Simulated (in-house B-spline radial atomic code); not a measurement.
Configurations of Co⁺, with energies counted from [Ar] (3d3/2)4 (3d5/2)4. All numbers are computed (Dirac-Hartree-Fock, average of each configuration as written; Fermi nucleus of rms radius 3.7875 fm) with a B-spline radial code for spherical atoms, not measured. Energies include first-order Breit, QED and recoil terms.

Occupations are held fixed; configurations that lie above the ionisation limit could autoionise.

| configuration | E - E(ref) (eV) | highest orbital | its <r> (bohr) |
| --- | --- | --- | --- |
| [Ar] (3d3/2)2 (3d5/2)5 6s1 | 12.653 | 6s1/2 | 11.64 |
| [Ar] (3d3/2)4 (3d5/2)3 (6p3/2)1 | 12.736 | 6p3/2 | 13.6 |
| [Ar] (3d3/2)4 (3d5/2)3 (6g9/2)1 | 14.137 | 6g9/2 | 22 |
| [Ar] (3d3/2)4 (3d5/2)3 (7g9/2)1 | 14.539 | 7g9/2 | 31.75 |
| [Ne] 3s2 (3p1/2)2 (3p3/2)3 (3d3/2)4 (3d5/2)5 | 62.585 | 3d5/2 | 1.103 |
| [Ne] 3s2 (3p1/2)2 (3p3/2)3 (3d3/2)3 (3d5/2)5 (5g9/2)1 | 77.433 | 5g9/2 | 13.75 |
| [Ne] 3s2 (3p1/2)2 (3p3/2)3 (3d3/2)3 (3d5/2)5 (6g7/2)1 | 78.098 | 6g7/2 | 22 |

Problem. Order these further configurations by energy, lowest first.
A. [Ne] 3s2 (3p1/2)2 (3p3/2)3 (3d3/2)3 (3d5/2)5 4s1
B. [Ne] 3s2 (3p1/2)2 (3p3/2)3 (3d3/2)2 (3d5/2)6 (7d5/2)1
C. [Ne] 3s2 (3p1/2)2 (3p3/2)3 (3d3/2)4 (3d5/2)4 (7f7/2)1
D. [Ar] (3d3/2)4 (3d5/2)3 (7f5/2)1
E. [Ar] (3d3/2)2 (3d5/2)5 (4p1/2)1

Solution. E (5.619 eV), D (14.537 eV), A (64.086 eV), C (77.18 eV), B (79.043 eV).

Problem. How far above the reference does [Ar] (3d3/2)2 (3d5/2)6 lie?

Solution. 0.18333 eV; its least bound orbital is 3d3/2 with <r> = 1.103 bohr.

Problem. How far above the reference does [Ne] 3s2 (3p1/2)2 (3p3/2)3 (3d3/2)4 (3d5/2)4 7s1 lie?

Solution. 76.052 eV; its least bound orbital is 7s1/2 with <r> = 18.27 bohr.
